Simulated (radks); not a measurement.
Se VI, configuration [Ar] 3d10 4s1.

Method: scalar-relativistic Kohn-Sham, PBE, spin-polarised, spherical densities, point nucleus; open shells are filled with parallel spins first; computed with a radial shooting solver on a logarithmic mesh with Libxc functionals.

Energy parts (eV):
total: -65950.303
kinetic: 67303.568
electron-nucleus: -156973.428
Hartree: 26058.792
exchange-correlation: -2339.235

Orbitals (lengths in bohr, moments of r in powers of bohr; <r^-3> diverges for s and p1/2; r(max) is where P^2 peaks):
orbital  occ.  eigenvalue (eV)      <r>   <1/r>  <r^-3>   r(max)
1s up       1        -12576.34  0.04408   34.56       -  0.02880
1s down     1        -12576.22  0.04408   34.56       -  0.02880
2s up       1        -1676.951   0.1959   7.633       -   0.1644
2s down     1        -1676.880   0.1959   7.633       -   0.1644
2p up       3        -1483.528   0.1711   7.476    1228   0.1317
2p down     3        -1483.449   0.1711   7.476    1228   0.1317
3s up       1        -282.5251   0.5732   2.491       -   0.5020
3s down     1        -282.3164   0.5728   2.492       -   0.5020
3p up       3        -221.9469   0.5880   2.340   174.7   0.5000
3p down     3        -221.7040   0.5872   2.342   175.0   0.5000
3d up       5        -121.8021   0.6206   2.049   20.26   0.4518
3d down     5        -121.4603   0.6177   2.055   20.38   0.4515
4s up       1         -76.3924    1.537  0.8688       -    1.390
4s down     0         -74.4721    1.530  0.8731       -    1.387

The highest occupied level is 4s up at -76.392 eV. Summed over all electrons, <r^2> = 10.89 bohr^2, which gives a Langevin (diamagnetic) susceptibility term of -8.63 x 10^-6 cm^3/mol. For comparison, the ionisation energy in NIST's Atomic Spectra Database is 81.83 eV (measured). In exact Kohn-Sham theory the highest level is minus the ionisation energy, but local and semilocal functionals leave it too shallow, through self-interaction and a potential that decays too fast; potentials with the right tail come closer. The density falls to 0.001 e/bohr^3 at r = 2.66 bohr.
